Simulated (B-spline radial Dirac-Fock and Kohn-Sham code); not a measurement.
Spin-orbit splitting of the 4p hole in neutral atoms, Kr to La. These are calculated numbers from an atomic code on a B-spline grid; the model is Dirac-Fock energy differences between relaxed states, corrected for Breit and QED terms.

```tsv
Z	element	4p1/2 (eV)	4p3/2 (eV)	splitting (eV)
36	Kr	13.68	13.01	0.6663
37	Rb	20.91	20.01	0.9055
38	Sr	28.51	27.33	1.183
40	Zr	39.10	37.33	1.770
41	Nb	41.44	39.38	2.069
42	Mo	46.46	44.02	2.447
43	Tc	55.01	52.09	2.921
44	Ru	56.84	53.51	3.331
45	Rh	62.22	58.38	3.843
46	Pd	63.75	59.40	4.350
47	Ag	73.46	68.44	5.025
48	Cd	84.05	78.27	5.780
49	In	96.86	90.23	6.624
50	Sn	110.2	102.6	7.554
54	Xe	169.2	156.8	12.37
55	Cs	190.9	177.0	13.86
56	Ba	213.4	197.9	15.49
57	La	234.2	217.0	17.25
```

Question: How does the splitting scale with Z?

Answer: A power law fitted over this range goes as Z^6.79. A fit of the fourth root gives (Z − 18.4)⁴, with a largest misfit of 10.7 %.
